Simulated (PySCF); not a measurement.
Stepwise substitution at one centre (Ga F-NH2). Isolated molecules, 0 K electronic values unless said otherwise. One relaxed conformer stands for each flexible species; it need not be the lowest. Strings in code marks are SMILES.

The HOMO from two functionals at the same geometries (PBE0-D4/def2-TZVP), both in PySCF: PBE-D3(BJ)/def2-TZVP and PBE0-D4/def2-TZVP. 

```json
[
 {"species": "0 of 3 F replaced by NH2", "PBE-D3(BJ)/def2-TZVP (eV)": "-9.66"},
 {"species": "1 of 3 F replaced by NH2 (`[NH2][Ga]([F])[F]`)", "PBE-D3(BJ)/def2-TZVP (eV)": "-6.85"},
 {"species": "2 of 3 F replaced by NH2 (`[NH2][Ga]([NH2])[F]`)", "PBE-D3(BJ)/def2-TZVP (eV)": "-5.86"},
 {"species": "3 of 3 F replaced by NH2 (`[Ga]([NH2])([NH2])[NH2]`)", "PBE-D3(BJ)/def2-TZVP (eV)": "-5.27"}
]
```

What does PBE0-D4/def2-TZVP give for each?


- 0 of 3 F replaced by NH2: -11.77
- 1 of 3 F replaced by NH2 (`[NH2][Ga]([F])[F]`): -8.33
- 2 of 3 F replaced by NH2 (`[NH2][Ga]([NH2])[F]`): -7.31
- 3 of 3 F replaced by NH2 (`[Ga]([NH2])([NH2])[NH2]`): -6.72
Over these rows, drawn at random from the members with no instability flagged (it was tested for open shells, ions and some series alone), PBE minus PBE0-D4: mean +1.62 eV, from +1.44 eV to +2.11 eV.
